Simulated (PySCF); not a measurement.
**Br, SMILES `[Br]` (charge 0, multiplicity 2)**

Computed with TPSSh-D3(BJ)/def2-TZVP run with PySCF.

| Item | Value |
|---|---|
| highest occupied spin orbital | -8.08 eV |
| dipole moment | 0.00 D |
| total energy | -2574.0232 Ha |
| cost | roughly 3.0 core-seconds |

```xyz
1

Br     0.0000     0.0000     0.0000
```
Charge 0, spin multiplicity 2.
